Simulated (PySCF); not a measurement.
Species: C3H11AlS.
Geometry (GFN2-xTB, Å), atoms numbered from 1 in this order:
```
atom  x, y, z in Å
C1     1.8947   -0.9275   -0.2600
C2     1.2212    0.4158   -0.0701
S3    -0.3587    0.4649   -1.0021
C4    -1.2416    1.7154   -0.0374
Al5   -1.5018   -1.3191    0.2540
H6     1.2453   -1.7207    0.1169
H7     2.8361   -0.9500    0.2853
H8     2.0934   -1.1122   -1.3133
H9     0.9799    0.5821    0.9797
H10    1.8381    1.2340   -0.4432
H11   -2.1170    2.0024   -0.6115
H12   -1.5511    1.2879    0.9199
H13   -0.5940    2.5741    0.1087
H14   -2.9384   -0.7323    0.0218
H15   -1.0054   -2.5387   -0.5890
H16   -0.8085   -0.9672    1.6290
```

The closed-shell SCF was solved with PySCF and density fitting under several settings on one GFN2-xTB geometry (grid level 2 and gas phase unless stated).

| settings | basis functions | SCF cycles | E (Eh) | HOMO (eV) | LUMO (eV) | dipole (D) |
| --- | --- | --- | --- | --- | --- | --- |
| PBE0/pcSseg-1 | 154 | 12 | -761.0926 | -7.66 | 0.10 | 4.09 |
| PBE0/def2-SVPD | 199 | 12 | -760.8621 | -7.60 | -0.04 | 4.03 |

Estimate the row for these settings: PBE0/def2-SVP, IEF-PCM cyclohexane.

| settings | basis functions | SCF cycles | E (Eh) | HOMO (eV) | LUMO (eV) | dipole (D) |
| --- | --- | --- | --- | --- | --- | --- |
| PBE0/def2-SVP, IEF-PCM cyclohexane | 133 | 12 | -760.8513 | -7.70 | 0.49 | 4.66 |

Over all rows, what range does the HOMO–LUMO gap span?

From 7.56 eV (PBE0/def2-SVPD) to 8.19 eV (PBE0/def2-SVP, IEF-PCM cyclohexane).

And the dipole moment?

From 4.03 D (PBE0/def2-SVPD) to 4.66 D (PBE0/def2-SVP, IEF-PCM cyclohexane); the largest is 1.16 times the smallest, and the median is 4.09 D.

Compare two rows with the functional PBE0: PBE0/pcSseg-1 and PBE0/def2-SVPD. Which energy is lower, and by how much?

PBE0/pcSseg-1 (154 functions) lies 0.2305 Eh or 145 kcal/mol below PBE0/def2-SVPD (199 functions). The smaller set gives the lower energy; the two sets aren't nested, so the variational bound doesn't order them by size.

Cycle counts include a coarse-grid stage where the run had one. The species at its GFN2-xTB geometry (one conformer only).
